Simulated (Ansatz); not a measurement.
Reaction (formal exchange of groups at a B–F bond): `FB1NCO1` + `C[C@@]1(Cl)C[C@H]1F` → `ClB1NCO1` + `C[C@@]1(F)C[C@H]1F`

Program: Ansatz. Geometries: PBE0-D4/def2-TZVP. ΔE: electronic, gas phase. CCSD(T)/CBS adds triple-zeta CCSD(T) − MP2 to the extrapolated MP2 energy (def2 sets, frozen cores). Functionals use def2-TZVPP.

CCSD(T)/CBS gives +71.6 kJ/mol.

(1) Another level gave +62.4 kJ/mol. Which?
A. SCS-MP2/def2-TZVPP
B. PBE/def2-TZVPP
C. B2PLYP/def2-TZVPP
D. r2SCAN-D4/def2-TZVPP

Largest T1 diagnostic among the species: 0.013.

Answers

(1) D. r2SCAN-D4 62.4, B2PLYP 66.8, SCS-MP2/def2-TZVPP 73.2, PBE 58.3 kJ/mol.

From PBE to PBE0 (25 % exact exchange), in def2-TZVPP and without D4, ΔE moves by +3.1 kJ/mol.
